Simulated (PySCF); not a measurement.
NaTl⁺: one state, many levels of theory

State: ²Σ⁺ (doublet), unpaired electrons σ ↑. Set-up: Na cc-pVDZ, Tl cc-pVDZ-PP with ECP60; scalar-relativistic core potentials (PySCF 2.14). De refers to Na⁺ + Tl in their high-spin ground configurations, without counterpoise correction. The functionals are run spin-unrestricted. A positive dipole points towards Tl; it is taken about the centre of mass and depends on that origin.

```csv
Level,Re (Å),ωe (cm⁻¹),De (eV),μ (D)
UHF,3.680,92.9,n/a,-9.77
UHF-MP2,3.595,98.9,n/a,n/a
UHF-SCS-MP2,3.612,97.7,n/a,n/a
UHF-CCSD,3.596,99.6,n/a,n/a
UHF-CCSD(T),3.592,100.0,n/a,n/a
PBE,3.660,86.4,n/a,-8.68
PBEsol,3.616,89.8,n/a,-8.90
BLYP,3.687,82.4,n/a,-8.54
r²SCAN,3.602,95.0,n/a,-9.39
PBE0,3.612,92.0,n/a,-8.99
B97-3,3.600,96.7,n/a,-9.38
HSE06,3.619,90.9,n/a,-8.98
```

Q: What does a quarter of exact exchange do here, going from PBE to PBE0?

A: PBE0 less PBE: -4.8 pm in Re, +6.5 % in ωe. Exact exchange removes part of the self-interaction that spreads semilocal densities, and in most molecules shortens and stiffens the bond and lowers De; so it does here.

Q: What does the step from GGA to meta-GGA do here, going from PBE to r²SCAN?

A: r²SCAN less PBE: -5.8 pm in Re, +10.0 % in ωe. 

Q: What does the triples do here, going from UHF-CCSD to UHF-CCSD(T)?

A: UHF-CCSD(T) less UHF-CCSD: -0.4 pm in Re, +0.4 % in ωe. Correlation nearly always deepens the well. The bond shortens, as in weak, metallic or heavy-atom bonds, where dispersion and the correlation of outer-core electrons pull the atoms together.

Correlated steps freeze 5 core orbitals. Spin–orbit coupling is left out, which matters for elements this heavy, above all for dissociation energies. The state is the lowest determinant that a PBE0 search found; another state may lie lower at other levels.
